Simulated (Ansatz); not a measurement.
Reaction (redistribution): `[CH3][SnH]([OH])[F]` + `S[SiH]1CCO1` → `[CH3][SnH2][F]` + `O[Si]1(S)CCO1`

Computed with Ansatz on PBE0-D4/def2-TZVP structures; ΔE is electronic, products minus reactants. CBS: MP2 limit from def2 TZ/QZ plus the TZ coupled-cluster correction, frozen cores. DFT in def2-TZVPP. Elements past krypton have def2 core potentials. For Sn outer-core shells are correlated without core-valence functions, which leaves a few kJ/mol of doubt a bond. Each species was taken in one conformer, which may not be the lowest.

(1) Is it downhill or uphill in electronic energy at CCSD(T)/CBS, and by how much? (Best estimate.)

(2) What do these levels give: PBE-D4, r2SCAN-D4, ωB97M-V, PBE, r2SCAN, PBE0, HF/def2-TZVPP, MP2/def2-TZVPP, CCSD(T)/def2-TZVPP, MP2/def2-QZVPP, HF/CBS(def2), CCSD/CBS(def2)? (Best estimate.)

Largest T1 diagnostic among the species: 0.013.

Results:

(1) Ansatz gave: Downhill: ΔE = -84.0 kJ/mol.

(2) The calculation gave: PBE-D4 -83.0, r2SCAN-D4 -90.5, ωB97M-V -92.7, PBE -81.5, r2SCAN -90.0, PBE0 -89.0, HF/def2-TZVPP -95.2, MP2/def2-TZVPP -89.0, CCSD(T)/def2-TZVPP -89.7, MP2/def2-QZVPP -85.3, HF/CBS(def2) -93.8, CCSD/CBS(def2) -85.8 kJ/mol.

In def2-TZVPP, CCSD(T) changes the Hartree–Fock value by +5.5 kJ/mol (the triples alone add +1.8 kJ/mol) and MP2 by +6.2 kJ/mol. From PBE to PBE0 (25 % exact exchange), in def2-TZVPP and without D4, ΔE moves by −7.4 kJ/mol.
